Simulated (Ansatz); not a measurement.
Coupled-cluster diagnostics for K₃S₂, Ansatz.

Geometry of the doublet (r2SCAN-D4/def2-SVP):

```xyz
5

K     1.0994    0.7420   -2.6429
K    -1.7388   -1.9137    0.6566
K     0.4660    1.0545    2.4058
S    -0.7556    0.7696   -0.3608
S     0.9291   -0.6524   -0.0587
```

Correlated methods freeze 25 core orbitals; core or outer-core shells of K are correlated, in sets that lack core-valence functions. Another isomer (doublet) lies 0.09 eV lower at PBE0-D4/def2-TZVP; other spin states weren't run for this one.

Task: Estimate the CCSD(T) correlation energy, the shares of MP2 and (T), T1 and the reference's ⟨S²⟩ for: charge 0, doublet, own geometry in def2-TZVP; and the rough time on 4 threads of Arm Neoverse V1 on a shared host.

Result: 
| state | basis | correlation (eV) | MP2 share (%) | (T) share (%) | T1 | ⟨S²⟩ (pure) | wall time |
| --- | --- | --- | --- | --- | --- | --- | --- |
| charge 0, doublet, own geometry | def2-TZVP | -25.261 | 90.7 | 3.1 | 0.019 | 0.75 (0.75) | 3.6 min |
Customary marks for T1 are 0.02 (closed shells), 0.045 (open shells) and about 0.05 (3d metals). T1 stays under 0.02 throughout.
